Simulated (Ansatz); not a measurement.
A geometry relaxed with B3LYP-D3(BJ)/def2-TZVP (Ansatz, a program for electronic structure), charge 0, multiplicity 1:

```xyz
13

H      1.9918     0.5639    -0.8120
C     -0.9200     1.0036    -0.4550
H     -2.5324    -1.0949     0.7167
Si    -1.6001    -0.7337    -0.3675
C      0.0499    -0.0729     0.0278
H     -1.2418     1.7344     0.2810
H     -0.7156     1.4424    -1.4271
C      1.0572    -0.0064     1.1264
C      1.4954    -0.2495    -0.2962
H      1.8523    -1.2356    -0.5640
H     -1.8145    -1.4932    -1.6135
H      1.2632     0.9682     1.5529
H      1.1147    -0.8263     1.8304
```

Question: Write the SMILES of this molecule.

Answer: `C1CC12C[SiH2]2`
